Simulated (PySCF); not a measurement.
## Two-component Hartree-Fock for I⁴⁺ (iodine, charge +4)

Start: [Kr] 4d10 5s2 5p1; 5p3/2 filled at m_j = +3/2. Calculated with PySCF 2.14 in x2c-SVPall-2c (6s8p4d, 50 functions): generalised Hartree-Fock with the X2C-1e Hamiltonian and a Gaussian nucleus; one run each with spin-orbit coupling (SO) screened by Boettger's factors, then bare. This is a chosen level, not necessarily the ground level.

| spinor shell | electrons | ε, screened SO (eV) | ε, bare SO (eV) | weight of nominal j (bare SO) | rms radius, bare SO (bohr) |
| --- | --- | --- | --- | --- | --- |
| 1s1/2 | 2 | -33373.5 | -33373.2 | 1.000 | 0.0312 |
| 2s1/2 | 2 | -5294.9 | -5294.8 | 1.000 | 0.127 |
| 2p1/2 | 2 | -4960.6 | -4969.5 | 1.000 | 0.109 |
| 2p3/2 | 4 | -4658.7 | -4655.1 | 1.000 | 0.115 |
| 3s1/2 | 2 | -1148.9 | -1148.9 | 1.000 | 0.334 |
| 3p1/2 | 2 | -1008.8 | -1010.5 | 1.000 | 0.326 |
| 3p3/2 | 4 | -950.33 | -949.63 | 1.000 | 0.339 |
| 3d3/2 | 4 | -705.49 | -707.17 | 1.000 | 0.311 |
| 3d5/2 | 6 | -693.57 | -692.46 | 1.000 | 0.314 |
| 4s1/2 | 2 | -257.09 | -257.09 | 1.000 | 0.787 |
| 4p1/2 | 2 | -205.48 | -205.82 | 1.000 | 0.827 |
| 4p3/2 | 4 | -194.21 | -194.08 | 1.000 | 0.851 |
| 4d3/2 | 4 | -109.22 | -109.46 | 0.993 | 0.985 |
| 5s1/2 | 2 | -61.768 | -61.770 | 1.000 | 1.93 |
| 5p3/2 | 1 | -49.409 | -49.391 | 1.000 | 2.20 |

Problem. Where does 4d5/2 lie, and what is the 4d spin-orbit splitting (bare SO)?

Solution. At -107.39 eV, 2.073 eV above 4d3/2.

| quantity | screened SO | bare SO |
| --- | --- | --- |
| E (hartree) | -7109.42999 | -7109.60901 |
| M_J | 3/2 | 3/2 |
| ⟨J²⟩ | 3.756 | 3.756 |
| ⟨L²⟩ | 2.023 | 2.025 |
| ⟨S²⟩ | 0.770 | 0.772 |

Each row is a mean over spinors that exchange with the open shell spreads, by up to 2.867 eV (5s1/2).

Breit and QED terms are absent; they matter most for the inner s and p1/2 levels.

Densities and radii are taken from the X2C orbitals without a picture-change correction, which distorts them close to the nucleus.
